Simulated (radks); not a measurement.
Correlation energies from several functionals, in hartree. Species: Ca2+ [Ar]; Li [He] 2s1; Sc3+ [Ar]; Tb4+ [Xe] 4f7. Calculated with a radial shooting solver on a logarithmic mesh with Libxc functionals: non-relativistic Kohn-Sham, exchange-only LDA, spin-polarised, spherical densities, point nucleus. Every spin shell is full or empty, so the densities are truly spherical. Functionals are evaluated on that one density, not self-consistently.

functional      Ca2+         Li      Sc3+     Tb4+
PW92         -1.5113   -0.14961   -1.5495  -6.2264
VWN5         -1.5184   -0.15028   -1.5568  -6.2530
PZ           -1.5085   -0.14898   -1.5466  -6.2191
Wigner      -0.94653   -0.10394  -0.95242  -3.2327
Chachiyo     -1.4854   -0.14646   -1.5238  -6.1445
PBEsol      -0.85707  -0.063937  -0.87308  -3.9898
LYP         -0.78848  -0.053426  -0.80259  -3.2435
P86         -0.84087  -0.051983  -0.85914  -4.0005
PW91        -0.81006  -0.056606  -0.82712  -3.8234
TPSS        -0.74298  -0.048734  -0.75669  -3.5445
revTPSS     -0.75883  -0.051793  -0.77198  -3.5775
SCAN        -0.72406  -0.045711  -0.73727  -3.5684
r2SCAN      -0.73133  -0.045752  -0.74478  -3.5859
B95         -0.87749  -0.053408  -0.90441  -4.4064
Tao-Mo      -0.68440  -0.034160  -0.69826  -3.4492
